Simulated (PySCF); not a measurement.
# Two-component Hartree-Fock for Cs(37+) (caesium, charge +37)

Start: [Ar]. Calculated with PySCF 2.14 in an even-tempered Gaussian basis (18 s from 2.5 bohr⁻², ratio 2.6; 14 p from 3.3 bohr⁻², ratio 2.6; 6 d from 3.3 bohr⁻², ratio 2.8; 3 f from 57 bohr⁻², ratio 2.8): generalised Hartree-Fock with the X2C-1e Hamiltonian and a Gaussian nucleus; spin-orbit coupling (SO) screened by Boettger's factors.

| spinor shell | electrons | ε, screened SO (eV) | weight of nominal j (screened SO) | rms radius, screened SO (bohr) |
| --- | --- | --- | --- | --- |
| 1s1/2 | 2 | -38210.1 | 1.000 | 0.0298 |
| 2s1/2 | 2 | -7767.1 | 1.000 | 0.120 |
| 2p1/2 | 2 | -7428.7 | 1.000 | 0.103 |
| 2p3/2 | 4 | -7066.9 | 1.000 | 0.108 |
| 3s1/2 | 2 | -2910.0 | 1.000 | 0.292 |
| 3p1/2 | 2 | -2772.2 | 1.000 | 0.281 |
| 3p3/2 | 4 | -2685.4 | 1.000 | 0.290 |

| quantity | screened SO |
| --- | --- |
| E (hartree) | -6688.96778 |
| M_J | 0 |
| ⟨J²⟩ | 0.000 |
| ⟨L²⟩ | 0.015 |
| ⟨S²⟩ | 0.015 |

Breit and QED terms are absent; they matter most for the inner s and p1/2 levels.

Densities and radii are taken from the X2C orbitals without a picture-change correction, which distorts them close to the nucleus.
